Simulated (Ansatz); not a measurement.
fac-CrCl3(PH3)3 (CrP₃H₉Cl₃): single points at one geometry.

```yaml
crystal:
  periodic: [false, false, false]
  atoms:
    - {symbol: Cr, position_ang: [0.578543, 0.548284, 0.500843]}
    - {symbol: Cl, position_ang: [0.412714, 0.322437, 2.778899]}
    - {symbol: P, position_ang: [0.554180, 0.593018, -1.903910]}
    - {symbol: H, position_ang: [-0.612937, 0.990639, -2.639380]}
    - {symbol: H, position_ang: [0.893853, -0.562891, -2.684801]}
    - {symbol: H, position_ang: [1.492283, 1.518573, -2.439442]}
    - {symbol: Cl, position_ang: [2.816641, 0.227522, 0.106017]}
    - {symbol: P, position_ang: [-1.811984, 0.686695, 0.727335]}
    - {symbol: H, position_ang: [-2.212431, 1.667010, 1.677172]}
    - {symbol: H, position_ang: [-2.591291, -0.424534, 1.195326]}
    - {symbol: H, position_ang: [-2.653791, 1.067829, -0.371451]}
    - {symbol: Cl, position_ang: [0.310561, 2.804985, 0.179450]}
    - {symbol: P, position_ang: [0.655314, -1.850862, 0.655010]}
    - {symbol: H, position_ang: [1.648972, -2.305363, 1.565830]}
    - {symbol: H, position_ang: [0.983698, -2.669875, -0.477476]}
    - {symbol: H, position_ang: [-0.464314, -2.613447, 1.130569]}
basis:
  gaussian: {orbitals: def2-TZVP, initial_orbitals: start.molden}
magnetization: {spin_polarized: true, initial_magnetization: 3}
hamiltonian: {xc: pbe, dispersion: d4}
scf: {omitted_lower_state_checks: [starts]}
output: {forces: true, orbitals: {seedname: orbitals}}
```

The file start.molden holds the orbitals of an earlier run on this structure, at another level or in another basis.

```sh
$ ansatz run in.yaml --threads 4 --pin off --events-out ev --progress --plain --max-ram 9574MiB
```

It prints (some lines left out):

```
Functional definition: PBE
2403 factors; their error is unknown
mean field evaluation 1: about -93974.4141 eV, gradient 1.4e1 eV
mean field evaluation 2: about -93974.7995 eV, gradient 6.2e-1 eV
mean field evaluation 4: about -93974.7884 eV, gradient 1.0e-1 eV
mean field evaluation 8: about -93974.7884 eV, gradient 1.9e-5 eV
mean field -93974.78841236 eV, -3453.5097757550 hartree, gradient 1.9e-5 eV, S^2 3.785468; 0 other end points of the search recorded, 0 dependent functions left out
reference -93974.78847347 eV, -3453.5097780007 hartree; 66, 63 occupied and 255, 258 virtual orbitals, 2403 factors
Total energy: -93975.61157833 eV, -3453.5400265462 hartree
Atom 0 at     0.578543     0.548284     0.500843 Å, force    -0.077117    -0.073458    -0.066657 eV/Å
Atom 1 at     0.412714     0.322437     2.778899 Å, force     0.041702     0.040808     0.008538 eV/Å
Atom 2 at     0.554180     0.593018    -1.903910 Å, force    -0.010178     0.001073    -0.295714 eV/Å
Atom 3 at    -0.612937     0.990639    -2.639380 Å, force     0.172623    -0.053770     0.117706 eV/Å
Atom 4 at     0.893853    -0.562891    -2.684801 Å, force    -0.044243     0.170629     0.125204 eV/Å
Atom 5 at     1.492283     1.518573    -2.439442 Å, force    -0.137496    -0.135452     0.072485 eV/Å
Atom 6 at     2.816641     0.227522     0.106017 Å, force     0.014710     0.040938     0.039723 eV/Å
Atom 7 at    -1.811984     0.686695     0.727335 Å, force    -0.295824     0.009899     0.022545 eV/Å
Atom 8 at    -2.212431     1.667010     1.677172 Å, force     0.053733    -0.143371    -0.138866 eV/Å
Atom 9 at    -2.591291    -0.424534     1.195326 Å, force     0.124924     0.163549    -0.064840 eV/Å
Atom 10 at    -2.653791     1.067829    -0.371451 Å, force     0.133664    -0.050901     0.161321 eV/Å
Atom 11 at     0.310561     2.804985     0.179450 Å, force     0.043400     0.011986     0.037663 eV/Å
Atom 12 at     0.655314    -1.850862     0.655010 Å, force     0.003313    -0.296092     0.013111 eV/Å
Atom 13 at     1.648972    -2.305363     1.565830 Å, force    -0.145232     0.061175    -0.133186 eV/Å
Atom 14 at     0.983698    -2.669875    -0.477476 Å, force    -0.043331     0.130146     0.166167 eV/Å
Atom 15 at    -0.464314    -2.613447     1.130569 Å, force     0.165352     0.122842    -0.065200 eV/Å
Dipole moment:    -0.993772    -0.941876    -0.860292 e Å
Checks for a lower state left out: starts
```

It took 16 s on 4 threads of Arm Neoverse V1 on a shared host, peak host memory 0.89 GiB.

As the first input, with `hamiltonian: {xc: pbe}`, `correlation: {method: rpa}` and without the key `output` (abridged; 30 s):

```
Functional definition: PBE
mean field -93974.78837386 eV, -3453.5097743401 hartree, gradient 2.4e-6 eV, S^2 3.785468
35 core orbitals not correlated: weight in the atoms' cores, before any rotation towards them, 1.000 or more for the frozen orbitals, at most 0.000 for the correlated occupied ones
Total energy: -93928.65456508 eV, -3451.8143881381 hartree
Checks for a lower state left out: starts
```

First input, but with `hamiltonian: {xc: pbe0, dispersion: d4}`, `output: {orbitals: {seedname: orbitals}}` (abridged; 45 s):

```
Functional definition: PBE0
mean field -93980.48858735 eV, -3453.7192533220 hartree, gradient 1.1e-5 eV, S^2 3.799501
Total energy: -93981.20828170 eV, -3453.7457016016 hartree
Checks for a lower state left out: starts
```

Geometry: PBE-D4/def2-SVP.

Correlated methods freeze 35 core orbitals; core or outer-core shells of Cr are correlated, in sets that lack core-valence functions.
